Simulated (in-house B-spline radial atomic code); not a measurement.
Values are calculated unless marked as measured or tabulated.
Making a Troullier-Martins p channel for Pd, r_c = 1.29 bohr

Pd, [Kr] 4d10, non-relativistic PBE, spherical and spin-unpolarised, from a B-spline radial code for spherical atoms (atomic units). The all-electron 4p level is ε = -1.809536 hartree, its outermost node lies just inside 0.48 bohr and its outer maximum at 0.92 bohr.

Inside r_c the pseudo-orbital is u(r) = r^2 exp(p(r)), with p = c0 + c2 r² + c4 r⁴ + … + c12 r¹². The seven coefficients follow from p and its first four derivatives at r_c, from zero curvature of the screened potential at the origin, c4 = −c2²/(2l + 5), and from the norm inside r_c. At r_c the all-electron orbital has P = 0.8466351, P' = -1.023686, the screened potential V = -2.491912, V' = 5.41167, V'' = -15.10612, and the norm inside is Q = 0.7580984.

What are p, p' and p'' at r_c?

p = ln(P/r_c^2) = ln(0.8466351/1.6641) = -0.67577. p' = P'/P − 2/r_c = -1.20912 − 1.55039 = -2.75951. The radial equation gives p'' = 2(V − ε) − 2(2) p'/r_c − p'² = -1.36475 − (-8.55662) − 7.61490 = -0.42303. Differentiating, p''' = 2V' + 2(2)p'/r_c² − 2(2)p''/r_c − 2p'p'' = 3.1673, and p'''' = 2V'' − 4(2)p'/r_c³ + 4(2)p''/r_c² − 2(2)p'''/r_c − 2p''² − 2p'p''' = -14.661.

For a trial c2 the five matching conditions are linear in c0, c6, c8, c10 and c12, and c2 is varied until the norm inside r_c equals Q. The root nearest zero gives:

```tsv
n	c_n
0	0.9575057
2	-0.5331282
4	-0.04060366
6	-0.8854463
8	0.8534553
10	-0.3120857
12	0.04165203
```

Check c4 and p(r_c), and find the screened pseudopotential at the origin.

−c2²/7 = -0.0406037, as listed. The terms c_n r_c^n are 0.95751, -0.88718, -0.11244, -4.08038, 6.54483, -3.98264, 0.88453, which sum to -0.67577. Inverting the radial equation, V_l(r) = ε + 2 p'/r + (p'' + p'²)/2, so V_l(0) = ε + (2l + 3) c2 = -1.809536 + 5 × (-0.533128) = -4.4752 hartree, finite where the all-electron potential diverges.

Orbitals and screened potentials:

```csv
r (bohr),P,u,V all-electron,V pseudo
0.129,0.1292,0.04297,-216.2,-4.482
0.322,-0.556,0.2553,-51.1,-4.685
0.516,0.2435,0.5925,-21.27,-5.459
0.71,0.9073,0.9284,-11.0,-6.39
0.903,1.109,1.093,-6.385,-6.066
1.096,1.03,1.029,-3.896,-4.136
1.29,0.8466,0.8466,-2.492,-2.492
```

Logarithmic derivatives P'/P at R = 1.59 bohr, for energies E around ε:

```json
{"E − ε (hartree)": "-0.5", "all-electron": "0.224601", "pseudo": "0.22107"}
{"E − ε (hartree)": "-0.25", "all-electron": "-0.442016", "pseudo": "-0.443587"}
{"E − ε (hartree)": "-0.1", "all-electron": "-1.02012", "pseudo": "-1.02053"}
{"E − ε (hartree)": "0", "all-electron": "-1.53375", "pseudo": "-1.5338"}
{"E − ε (hartree)": "0.1", "all-electron": "-2.21128", "pseudo": "-2.21206"}
{"E − ε (hartree)": "0.25", "all-electron": "-3.78249", "pseudo": "-3.79114"}
{"E − ε (hartree)": "0.5", "all-electron": "-11.9088", "pseudo": "-12.1215"}
```

With P(R) = 0.5572549 and a norm of 0.9061524 inside R, what slope in energy does norm conservation fix?

d(P'/P)/dE = −2 × (norm inside R)/P(R)² = -5.8361 per hartree·bohr at E = ε, for both atoms, since orbital and norm agree at R. Differences over ±0.1 hartree give -5.9558 (all-electron) and -5.9577 (pseudo), which also hold third-order terms. Half a hartree below ε the two curves differ by -0.0035.
